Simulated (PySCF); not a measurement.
## Polarisability and C₆ of Te²⁸⁺ (tellurium, charge +28)

[Ar] 3d6, high-spin 5D determinant. Computed with PySCF 2.14 in an even-tempered Gaussian basis (18 s from 3.9 bohr⁻², ratio 2.5; 12 p from 5 bohr⁻², ratio 2.5; 8 d from 5 bohr⁻², ratio 2.5; 4 f from 21 bohr⁻², ratio 2.7; 3 g from 31 bohr⁻², ratio 2.7), with the spin-free X2C one-electron Hamiltonian (Gaussian nucleus). Coupled (time-dependent) response in atomic units; α is the mean over directions.

```tsv
method	mean α (bohr³)	α xx, yy, zz	C₆ (like pair)	S(−4)
PBE0	0.01365	0.01294, 0.01294, 0.01507	0.002875	9.573e-05
```

S(−4) is the Cauchy moment in α(ω) = α(0) + S(−4) ω² + …

Spin-orbit coupling is absent.

α(iu) at PBE0:

```json
{"u (hartree)": "0", "α(iu) (bohr³)": "0.01365"}
{"u (hartree)": "2.00", "α(iu) (bohr³)": "0.01328"}
{"u (hartree)": "4.00", "α(iu) (bohr³)": "0.01237"}
{"u (hartree)": "8.00", "α(iu) (bohr³)": "0.01020"}
{"u (hartree)": "12.0", "α(iu) (bohr³)": "0.008554"}
{"u (hartree)": "16.0", "α(iu) (bohr³)": "0.007418"}
{"u (hartree)": "20.0", "α(iu) (bohr³)": "0.006584"}
{"u (hartree)": "30.0", "α(iu) (bohr³)": "0.005115"}
{"u (hartree)": "40.0", "α(iu) (bohr³)": "0.004075"}
{"u (hartree)": "60.0", "α(iu) (bohr³)": "0.002688"}
{"u (hartree)": "100", "α(iu) (bohr³)": "0.001358"}
```

For an ion, C₆ is the dispersion term alone; charge-induced terms of lower order in 1/R come first.

The components differ because the open shell of this determinant is not spherical; for a pure term their mean is the scalar polarisability.

Spin-orbit coupling, absent here, splits the open shell strongly.
